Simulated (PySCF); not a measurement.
C₂H₆BFO₂, SMILES COB(O)CF. Atoms are numbered in the order given.

```xyz
12

C     -0.0378    -2.4471     0.0000
O     -0.7210    -1.2043     0.0000
B     -0.0202    -0.0448     0.0000
O      1.3393    -0.0373     0.0000
C     -0.8096     1.3310     0.0000
F      0.1214     2.3831     0.0000
H     -0.7903    -3.2482     0.0000
H      0.6010    -2.5521     0.8925
H      0.6010    -2.5521    -0.8925
H      1.6516     0.8808     0.0000
H     -1.4588     1.4388     0.8878
H     -1.4588     1.4388    -0.8878
```
Charge 0, spin multiplicity 1.

Geometry optimised at r2SCAN-D4/def2-SVP. This is a generated structure with no PubChem entry under its InChIKey; it may be hypothetical. The values are those of a single conformer.

These are PySCF with PBE/pcSseg-1 values and carry that method's errors.

GIAO shieldings, no solvent; atoms alike by connectivity are averaged. δ = σ(ref) − σ: ¹³C against TMS (σ = 182.0 ppm); ¹⁷O against H2O (σ = 334.3 ppm); ¹¹B against BF3 (σ = 83.9 ppm); ¹⁹F against CFCl3 (σ = 133.6 ppm); ¹H against TMS (σ = 31.49 ppm), references at their B3LYP-D3(BJ)/def2-TZVP geometries, non-relativistic.

Computed chemical shifts:
| nucleus | atoms | count | δ (ppm) |
|---|---|---|---|
| ¹³C | C5 | 1 | 81.5 |
| ¹³C | C1 | 1 | 56.3 |
| ¹⁷O | O4 | 1 | 139.8 |
| ¹⁷O | O2 | 1 | 105.5 |
| ¹¹B | B3 | 1 | 17.8 |
| ¹⁹F | F6 | 1 | -319.5 |
| ¹H | H10 | 1 | 5.86 |
| ¹H | H11, H12 | 2 | 4.74 |
| ¹H | H7, H8, H9 | 3 | 4.13 |
